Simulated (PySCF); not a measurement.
Species: C₆H₇NO.
Atom-mapped SMILES: `[CH3:1][O:2][c:3]1[cH:4][cH:5][cH:6][cH:7][n:8]1` (hydrogens: H9, H10, H11 on C1; H12 on C4; H13 on C5; H14 on C6; H15 on C7)

Structure optimised with GFN2-xTB, isolated species.

Question: List the bond lengths, angles and torsions at this level.

Answer: 
```json
{"bond": "C1–O2", "length (Å)": "1.415", "order": "single"}
{"bond": "O2–C3", "length (Å)": "1.344", "order": "single"}
{"bond": "C3–C4", "length (Å)": "1.402", "order": "aromatic"}
{"bond": "C4–C5", "length (Å)": "1.377", "order": "aromatic"}
{"bond": "C5–C6", "length (Å)": "1.392", "order": "aromatic"}
{"bond": "C6–C7", "length (Å)": "1.380", "order": "aromatic"}
{"bond": "C7–N8", "length (Å)": "1.326", "order": "aromatic"}
{"bond": "C3–N8", "length (Å)": "1.323", "order": "aromatic"}
{"bond": "C1–H9, C1–H10, C1–H11", "length (Å)": "1.091", "order": "single"}
{"bond": "C4–H12", "length (Å)": "1.077", "order": "single"}
{"bond": "C5–H13", "length (Å)": "1.080", "order": "single"}
{"bond": "C6–H14", "length (Å)": "1.078", "order": "single"}
{"bond": "C7–H15", "length (Å)": "1.082", "order": "single"}
```

Bonds in one row agree within 0.01 Å and their mean is given. Orders are formal, as drawn. A selection of angles:
```json
{"angle": "C1–O2–C3", "degrees": "116.2"}
{"angle": "O2–C3–C4", "degrees": "117.9"}
{"angle": "O2–C3–N8", "degrees": "119.1"}
{"angle": "C4–C3–N8", "degrees": "123.0"}
{"angle": "C3–C4–C5", "degrees": "118.0"}
{"angle": "C4–C5–C6", "degrees": "119.2"}
{"angle": "C5–C6–C7", "degrees": "118.0"}
{"angle": "C6–C7–N8", "degrees": "123.6"}
{"angle": "C3–N8–C7", "degrees": "118.2"}
```

Torsions: C1–O2–C3–C4 180° (antiperiplanar).

The C–C distances run from 1.377 Å (C4–C5, aromatic) to 1.402 Å (C3–C4, aromatic), a spread of 0.025 Å. The 2 C–O bonds span 1.344 Å (O2–C3, drawn single) to 1.415 Å (C1–O2, drawn single), a spread of 0.071 Å. N8 (pyridine-type nitrogen) is bent (angle 118.2°). The 6-membered ring C3–C4–C5–C6–C7–N8 has internal angles of 118.0° to 123.6°; it is planar, 0.00 Å rms from its mean plane, widest ring torsion 0°. The 8 heavy atoms lie in one plane (0.002 Å rms). Of the pairs four or more bonds apart, N8···H11 is among the closest relative to their van der Waals radii: 2.58 Å, 94 % of the sum of Bondi's values.

Point group: Cs (tolerance 0.08 Å). GFN2-xTB frequencies: not computed here. One conformer, not necessarily the lowest.
